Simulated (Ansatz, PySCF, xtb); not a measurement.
Noncovalent pair: AsH3 (SMILES [AsH3]) (first 4 atoms) with HBr (SMILES Br); geometry from B3LYP-D3(BJ)/def2-TZVP, rigid monomers moved along the line of their centres of mass till As1···H6 is 3.63 Å.
(charge 0, multiplicity 1):
```xyz
6

As    -0.2459    -0.1997     0.1439
H     -0.9311     0.7332    -0.8422
H     -0.4163    -1.4192    -0.7482
H      1.1450     0.1094    -0.3869
Br    -1.3420    -0.2506     5.0921
H     -1.0310    -0.2358     3.6868
```

Monomers are frozen at their geometry in the pair; levels with a basis set take the counterpoise correction. Rows marked so take none.

Frozen-core correlation. Filled d and f shells under p-block atoms count as core. Rows in 3-21G carry no dispersion term and start afresh at each structure; the Pople sets are all-electron and without relativity.

Codes used: Ansatz (Gaussian orbitals); PySCF for 3-21G rows, the dispersion terms; xtb for the GFN methods. Each number belongs to the level named beside it.

```
level                       interaction energy (kcal/mol)
--------------------------  -----------------------------
GFN1-xTB                                            -0.45
HF/3-21G (no counterpoise)                          -1.18
HF/aug-cc-pVDZ                                      -0.89
HF/aug-cc-pVTZ                                      -0.85
PBE/def2-TZVPPD                                     -1.15
B3LYP/def2-TZVPPD                                   -0.77
PBE0-D4/def2-TZVPPD                            (withheld)
SCS-MP2/aug-cc-pVDZ                                 -1.14
CCSD/aug-cc-pVDZ                                    -1.12
```

What belongs in the gaps?


- PBE0-D4/def2-TZVPPD, interaction energy (kcal/mol): -1.42

Ansatz is a program for electronic structure.
